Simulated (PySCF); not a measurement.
A structure optimised at PBE-D3(BJ)/def2-SVP, used in a PySCF frequency run:

```
C
N 1 1.3030
C 1 1.4991 2 122.79
H 3 1.1081 1 110.93 2 -1.43
H 3 1.1110 4 109.72 1 121.60
H 3 1.1111 4 109.79 5 116.18
Si 2 1.8190 1 104.54 3 172.22
H 7 1.5076 2 109.32 1 -106.75
H 7 1.5091 8 107.31 2 124.16
Si 1 1.9488 2 107.21 7 -11.65
N 10 1.7394 1 122.81 2 138.12
H 11 1.0216 10 121.55 1 -68.16
H 11 1.0218 12 111.54 10 152.58
H 10 1.5110 11 104.52 12 167.46
```
Charge 0, spin multiplicity 1.

Question: Write its SMILES and formula.

Answer: CC1=N[SiH2][Si@H]1N, C₂H₈N₂Si₂

Question: What are its rotational constants (standard atomic weights)?

Answer: 2.5429, 2.2059, 1.2828 GHz
